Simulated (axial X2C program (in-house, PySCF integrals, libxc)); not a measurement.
Bond lengths and stretching modes, held linear, of TeOH⁻

Calculated with an in-house all-electron X2C program for linear molecules (integrals from PySCF): two-component X2C with atomic mean-field Coulomb and Gaunt terms, Gaussian nuclei, basis Te dyall-v3z, O dyall-av3z, H dyall-v3z with contracted cores. Spin-free rows use the one-electron spin-free X2C Hamiltonian.

Masses Te 129.906, O 15.995, H 1.008 u. States: 2c Ω = 0 (all partner blocks equally filled); spin-free M_S = 0, Λ = 0 (closed shell).

BHandHLYP, 2c: energies above the lowest point

| r(Te–O) (Å) | r(O–H) (Å) | E (meV) |
| --- | --- | --- |
| 1.9783 | 0.9214 | 27.35 |
| 1.9783 | 0.9450 | 22.83 |
| 1.9783 | 0.9686 | 50.50 |
| 2.0290 | 0.9214 | 6.10 |
| 2.0290 | 0.9450 | 0.00 |
| 2.0290 | 0.9686 | 26.07 |
| 2.0290 | 0.9922 | 79.38 |
| 2.0797 | 0.9214 | 21.50 |
| 2.0797 | 0.9450 | 13.86 |
| 2.0797 | 0.9686 | 38.35 |
| 2.1305 | 0.9450 | 55.11 |
| 2.1305 | 0.9922 | 128.16 |

Task: Fit a quadratic surface with cubic terms in each bond: where is the minimum, and what are the two stretching wavenumbers?

Result: At BHandHLYP, 2c: bonds 2.032 and 0.937 Å; harmonic stretches 502.3 and 4177.7 cm⁻¹; force constants 2.25, 9.72 and coupling -0.21 mdyn/Å.

The other levels and Hamiltonians give:

```
Hamiltonian      level  r(Te–O) (Å)  r(O–H) (Å)  lower stretch (cm⁻¹)  upper stretch (cm⁻¹)
         2c       PBE0        2.031       0.945                 505.5                4094.9
         2c         HF        2.022       0.929                 510.0                4316.2
         2c        MP2        2.038       0.948                 499.0                4069.7
  spin-free       PBE0        2.016       0.943                 534.0                4127.2
  spin-free         HF        2.009       0.928                 534.5                4332.0
  spin-free  BHandHLYP        2.017       0.936                 532.3                4203.9
  spin-free        MP2        2.023       0.946                 527.4                4096.1
```

Each state is one determinant, the lowest of a limited PBE0 search; the stretches come from a fit to these few points and carry an uncertainty of a few per cent. Other orders of the atoms were not compared. MP2 freezes inner shells (threshold -2 hartree). For an anion the highest level of a functional can be positive, and the basis then holds the extra electron. The molecule was held linear; bending was not examined, so a bent shape may lie lower.
